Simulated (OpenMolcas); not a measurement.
## How the cost of UBHLYP grows with the basis: doublet NaBr+

NaBr+: 2 atoms, total charge +1, spin state doublet. SMILES of the parent species: `[Na][Br]`. Geometry: relaxed at PBE0-D4/def2-TZVP. That shape belongs to the parent species and isn't relaxed for this state.

UBHLYP, energy, OpenMolcas 26.06, on 1 thread of Arm Neoverse V1, shared host. N is the number of basis functions, t the processor time.

| basis | N | t (s) | ln N | ln t |
| --- | --- | --- | --- | --- |
| cc-pVDZ | 45 | 4.5 | 3.807 | 1.504 |
| aug-cc-pVDZ | 63 | 7.3 | 4.143 | 1.988 |
| cc-pVTZ | 77 | 11 | 4.344 | 2.398 |
| aug-cc-pVTZ | 109 | 25 | 4.691 | 3.219 |
| cc-pVQZ | 127 | ? | 4.844 | ? |

Problem. Fit t = C·Nᵖ to the known rows and estimate the time in cc-pVQZ.

Solution. 
1. Means of the 4 rows: ln N = 4.24625, ln t = 2.2772.
2. Σ(Δln N)² = 0.41096, Σ(Δln N·Δln t) = 0.80016, so the slope is 0.80016/0.41096 = 1.9471.
3. Intercept: 2.2772 − (1.9471) × 4.24625 = -5.9907. The largest residual of the fit is 0.088.
4. ln t = -5.9907 + 1.9471 × 4.844, so t ≈ 31 s.

The run took 40 s, so the estimate is too short by a factor of about 1.3. The fitted power is 1.9, with the electron count fixed. Fixed start-up costs flatten the line at the short runs, so it runs low for the long one.
